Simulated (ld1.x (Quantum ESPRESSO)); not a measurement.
zinc: TM pseudisation with Wu–Cohen, scalar-relativistic reference atom.

zinc, norm-conserving Troullier–Martins (Kleinman–Bylander form), made with ld1.x (Quantum ESPRESSO) 7.5 (Wu–Cohen, scalar-relativistic). Core [Ne], reference 3s2 3p6 3d10 4s2 4p0. Waves: 3s (bound): rc 0.95 bohr; 3d (bound): rc 1.30 bohr; 3p (bound): rc 0.60 bohr. Local part: the p channel. Core correction: a·sin(br)/r model core inside 0.55 bohr.

Occupied shells without a wave of their own: 4s. They enter only through the test configuration that unscreens the potential, and ld1.x also counts them in the model core charge.

Problem. Does the generator finish with these settings?

Solution. Yes, a potential is produced.

Problem. Estimate the cutoffs (Ry, on a coarse ladder) from which the occupation-weighted sum of valence levels, in a spherical-Bessel basis at the reference potential, stays within 10 and 1 mRy of its value at 400 Ry.

Solution. 230 Ry and over 300 Ry.

Problem. What does a ghost test show?

Solution. No extra level below or beside the all-electron valence levels (s, d, p, f tested).

Problem. Tests: 3s2 3p6 3d10 4s1 4p0; 3s2 3p6 3d10 4s0 4p0; 3s2 3p6 3d9 4s0 4p0; 3s2 3p6 3d10 4s0 4p2; 3s2 3p5 3d10 4s2 4p0; 3s2 3p6 3d9 4s2 4p1; 3s1 3p6 3d10 4s2 4p0. Which has the largest error in its energy relative to the reference configuration, and how large is it?

Solution. 3s2 3p6 3d9 4s0 4p0, with -2512 meV (all-electron minus pseudo) on +68.82 eV.

ld1.x takes every shell without a wave as core, so the model core holds the 4s electrons as well and exchange and correlation see them twice. This cancels in the reference configuration, but the file is broken for other ones, and its errors say nothing about a proper core correction.
